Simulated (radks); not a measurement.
Species: Ba. Configuration: [Xe] 6s1 7d1 (not the ground configuration). All-electron calculation, Dirac Kohn-Sham, BLYP, spin-unpolarised, spherical densities, point nucleus; open shells fill j = l - 1/2 first. Program: a radial shooting solver on a logarithmic mesh with Libxc functionals.

Spin-orbit splittings of the eigenvalues, e(l+1/2) - e(l-1/2), with zeta = 2 splitting/(2l+1) and mean radii in bohr:

| shell | occ. | splitting (eV) | zeta (eV) | <r> j=l-1/2 | <r> j=l+1/2 |
|---|---|---|---|---|---|
| 2p | 6 | 381.9 | 254.6 | 0.09192 | 0.09792 |
| 3p | 6 | 73.80 | 49.20 | 0.2816 | 0.2935 |
| 3d | 10 | 15.73 | 6.294 | 0.2644 | 0.2681 |
| 4p | 6 | 15.41 | 10.28 | 0.6969 | 0.7243 |
| 4d | 10 | 2.618 | 1.047 | 0.7949 | 0.8049 |
| 5p | 6 | 2.099 | 1.399 | 1.858 | 1.943 |
| 7d | 1 | ? | ? | 21.10 | 20.95 |

Estimate the 7d splitting.

Answer. 0.005102 eV (zeta = 0.002041 eV).
